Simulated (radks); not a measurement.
The numbers below are computed, except where a source is named.
These are the eigenvalues of the occupied orbitals of an atom or ion with whole-number occupations (eV). Level of theory: scalar-relativistic Kohn-Sham, SCAN, spin-polarised, spherical densities, finite nucleus; meta-GGA in the generalised Kohn-Sham scheme; Fermi nuclear charge, rms radius of each element as measured or else 0.836 A^(1/3) + 0.57 fm (a radial shooting solver on a logarithmic mesh with Libxc functionals).

orbital  eigenvalue
1s up     -78545.38
1s down   -78545.37
2s up     -13869.36
2s down   -13869.12
2p up     -12024.83
2p down   -12024.60
3s up     -3309.676
3s down   -3309.578
3p up     -2769.349
3p down   -2769.224
3d up     -2181.912
3d down   -2181.681
4s up     -757.8459
4s down   -757.3901
4p up     -579.8116
4p down   -579.3892
4d up     -362.7271
4d down   -362.2425
5s up     -156.0916
5s down   -152.5984
4f up     -122.5132
4f down   -121.8633
5p up     -109.2672
5p down   -105.1802
5d up      -54.5691
5d down    -50.4523

Which element is it, and in what charge state? The configuration may be excited. Open shells, if any, are filled with parallel spins first.

Answer. Z = 78, platinum, charge +4: Pt4+ in [Xe] 4f14 5d6. The list shows which subshells hold electrons but not how many an open one holds; the 1s level, -2886.5 hartree, gives Z - s = 76.0 by -(Z - s)^2/2, which with screening and relativity narrows Z to a few neighbours, and the depths of the outer levels then fix element, charge and occupations together.
